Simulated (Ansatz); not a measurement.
Job for Ansatz (a first-principles code): R-wB97X-V/def2-TZVPPD on BBrH5N (a complex), monomers drawn apart or pushed together. Files ending in .json are basis or fitting sets from the Basis Set Exchange.

Ansatz 0.2 input:
```yaml
crystal:
  periodic: [false, false, false]
  atoms:
    - {symbol: B, position_ang: [-0.50137008, -0.65926087, 2.17377004]}
    - {symbol: Br, position_ang: [0.68957657, 0.74433087, 1.27651766]}
    - {symbol: H, position_ang: [-0.02900215, -1.75213082, 2.06341023]}
    - {symbol: H, position_ang: [-1.64117787, -0.52908528, 1.83677519]}
    - {symbol: N, position_ang: [-0.50565879, -0.33246304, 3.96800314]}
    - {symbol: H, position_ang: [-1.06445301, -0.96364851, 4.53927047]}
    - {symbol: H, position_ang: [0.45928625, -0.36626195, 4.29018086]}
    - {symbol: H, position_ang: [-0.83986415, 0.61876574, 4.10774382]}
basis:
  gaussian:
    orbitals: def2-TZVPPD.json
hamiltonian:
  xc: {name: wB97X-V}
scf: {lower_state_search: off}
```

Question: What total energy does the run end on?

Answer: -2656.5882 hartree.

Question: How many basis functions does it have, and what does it roughly cost on one machine?

Answer: 216 functions; around 15 core-seconds (rough).
